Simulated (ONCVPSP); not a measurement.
Varying the ONCV potential for phosphorus (P)

Base potential:

phosphorus (P), optimised norm-conserving Vanderbilt (ONCV), made with ONCVPSP 4.0.1 (Wu-Cohen, scalar-relativistic). Core [Ne], reference 3s2 3p3. Waves: 3s: rc 1.35 bohr, ncon 5, nbas 9, qcut 5 1/bohr, 2 projectors, debl 2.7 Ha; 3p: rc 1.65 bohr, ncon 3, nbas 7, qcut 4.4 1/bohr, 2 projectors, debl 2.6 Ha; d scattering state at 0.27 Ha: rc 1.75 bohr, ncon 4, nbas 9, qcut 5.8 1/bohr, 2 projectors, debl 1.2 Ha. Local part: polynomial inside 1.25 bohr (lpopt 5, dvloc0 6 Ha). Core correction: none.

All-electron outer shells of the reference configuration (Wu-Cohen, scalar-relativistic, ld1.x):

```csv
shell,level (eV),outermost node (bohr),outermost maximum (bohr)
2s,-173.69,0.14,0.42
2p,-124.48,–,0.36
3s,-13.93,0.65,1.58
3p,-5.48,0.64,1.83
```

Cutoffs, loose and tight: the cutoffs (Ha) at which the residual kinetic energy of the hardest occupied pseudo-wave falls to 1 and 0.1 mHa per electron. They do not see the model core or the augmentation charge, which bear on the density cutoff. Test errors are all-electron minus pseudo excitation energies from the reference, over the configurations 3s2 3p2; 3s2 3p1; 3s2 3p0; 3s1 3p4. A dash means not determined; rows that change the core or the reference have their own tests.

A true bound ghost makes a file unfit for plane-wave use even where its test errors are small: the radial tests pick states by their node count and pass the ghost by.

```csv
change,outcome,"cutoff, loose","cutoff, tight",bound ghosts,GHOST(+) flags above zero,largest test error (meV)
base,generated,37 Ha,115 Ha,s,none,+58
p: nbas 8,generated,37 Ha,115 Ha,s,none,+58
d: rc 2.48,generated,37 Ha,115 Ha,s,none,+58
"reference 3s1.5 3p3.5; d: rc 1.35, qcut 7.5",generated,36 Ha,115 Ha,s,none,+52
```

Q: What comes out with this change to the base: core correction Teter function, fcfact 2, rcfact 1.25?

A: outcome: generated; cutoff, loose: 37 Ha; cutoff, tight: 115 Ha; bound ghosts: s; GHOST(+) flags above zero: none; largest test error (meV): +37.

Q: What comes out with this change to the base: s: rc 1.38?

A: outcome: generated; cutoff, loose: 12 Ha; cutoff, tight: 106 Ha; bound ghosts: none; GHOST(+) flags above zero: s; largest test error (meV): +63.

Q: What comes out with this change to the base: s: qcut 7.3?

A: outcome: failed: ERROR pspot: first pseudo wave function has node, program will stop. Cause: the optimised pseudo-wave of the first projector has a node, so the radial equation cannot be inverted for a potential.
